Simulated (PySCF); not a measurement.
System: C$_{3}$H$_{7}$S, charge 1, multiplicity 1. It need not be the lowest isomer of its formula. SMILES: C1C[SH+]C1
Structure (B3LYP-D3(BJ)/def2-TZVP (Ansatz) minimum search):
```xyz
11

C      0.0075     1.3709     0.1754
C     -1.1444     0.3535     0.2386
S     -0.0051    -1.0437    -0.2653
C      1.1464     0.3396     0.2488
H      0.0084     2.1070     0.9762
H      0.0149     1.8933    -0.7802
H     -1.9936     0.4647    -0.4283
H     -1.4784     0.1069     1.2447
H      2.0028     0.4405    -0.4105
H      1.4684     0.0890     1.2579
H      0.0023    -0.7855    -1.5923
```
Charge +1, spin multiplicity 1.

Dispersion corrections to the total energy (kcal/mol) from the dftd3 and dftd4 libraries through PySCF: D3(BJ) without and D4 with the three-body term, each with the damping fitted for the functional named.

| functional | D3(BJ) | D4 |
|---|---|---|
| PBE | -5.59 | -4.36 |
| BHLYP | -7.50 | -5.01 |
| HSE06 | -3.44 | -3.32 |
| PW6B95 | -2.62 | [?] |
| TPSS | -6.98 | [?] |
| BLYP | -11.92 | [?] |
| B2GP-PLYP | -3.40 | -1.77 |

### Question
Some entries are withheld; supply them.

### Answer

- PW6B95, D4: -3.91
- TPSS, D4: -5.92
- BLYP, D4: -9.97
